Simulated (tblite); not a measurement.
A tight-binding relaxation on `C#C[Si@@](N)([SiH3])[CH2][GeH2][CH3]`.

Computed with GFN2-xTB geometry optimisation, gas phase (tblite 0.8.0). Start geometry: from a force field or distance geometry. The command runs a driver script over a list of jobs; the input below is this job's line of settings and its coordinates in Å.

Command:
```bash
OMP_NUM_THREADS=1 python probes_run.py task.json out
```

Input:
```
{"job": {"kind": "relax", "xc": "GFN2-xTB", "basis": "xTB"}, "charge": 0, "multiplicity": 1}
C      0.946900     2.659800     0.715200
C      0.218300     1.766700     0.346300
Si    -0.844400     0.402000    -0.185200
N     -1.764100    -0.234000     1.201800
Si    -2.289600     1.196700    -1.696100
C      0.159200    -0.953000    -0.979000
Ge     1.203700    -1.906500     0.361500
C      2.528500    -0.734800     1.189300
H      1.572000     3.449500     1.033600
H     -2.380900     0.528600     1.560800
H     -2.397500    -0.989200     0.839800
H     -3.098100     2.264900    -1.095100
H     -3.173900     0.111400    -2.142900
H     -1.534200     1.731800    -2.852300
H      0.845000    -0.503000    -1.728400
H     -0.520800    -1.667600    -1.465800
H      0.261000    -2.472900     1.460000
H      1.938800    -3.089200    -0.327000
H      3.081800    -0.198200     0.399000
H      2.016500    -0.006300     1.849400
H      3.222900    -1.339800     1.794700
```

Output:
```
step      E/eV     max force
  0    -636.31745    1.988
  1    -636.41677    3.714
  2    -636.44679    2.691
  3    -636.52113    0.488
  4    -636.54467    0.336
  5    -636.59320    0.890
  6    -636.61366    0.588
  7    -636.64350    0.321
  8    -636.66743    0.605
  9    -636.68901    0.620
... (130 lines left out)
140    -636.79551    0.025
141    -636.79559    0.021
142    -636.79566    0.020
143    -636.79573    0.024
144    -636.79582    0.025
145    -636.79594    0.032
146    -636.79603    0.029
147    -636.79611    0.015
148    -636.79615    0.013
149    -636.79619    0.010
```

«max force» is the largest atomic force in eV/Å.

From which step on does the largest force stay under 0.1 eV/Å, and how much energy is left to gain from there?

From step 26 (0.081 eV/Å), 24.0 meV above the end.

In short: energy lowered by 11.0 kcal/mol over 149 steps; largest atomic force 0.010 eV/Å at the end.

Give the final coordinates.

0.390 Å rms from the input after alignment:
```
atom  x, y, z in Å
C1     1.0681    2.7631    0.4300
C2     0.3184    1.8618    0.1625
Si3   -0.8458    0.4850   -0.3088
N4    -1.3996   -0.1315    1.2138
Si5   -2.4794    1.2630   -1.7638
C6     0.2094   -0.9184   -1.0556
Ge7    1.1981   -1.9724    0.2847
C8     2.2635   -0.8422    1.4829
H9     1.7298    3.5444    0.6762
H10   -2.0327    0.4203    1.7696
H11   -1.6404   -1.1072    1.2814
H12   -3.3270    2.2639   -1.1062
H13   -3.3903    0.2052   -2.2219
H14   -1.9338    1.8942   -2.9675
H15    0.9288   -0.4817   -1.7476
H16   -0.4196   -1.5852   -1.6449
H17    0.2487   -2.8341    1.0857
H18    2.0909   -2.9710   -0.4256
H19    2.9756   -0.2535    0.9107
H20    1.6132   -0.1544    2.0150
H21    2.8155   -1.4324    2.2090
```

Hardware: one thread of an Arm Neoverse N1, shared host. Cost: 3.0 s wall.
Labels such as C1 count atoms from 1, the log's own numbers from 0.
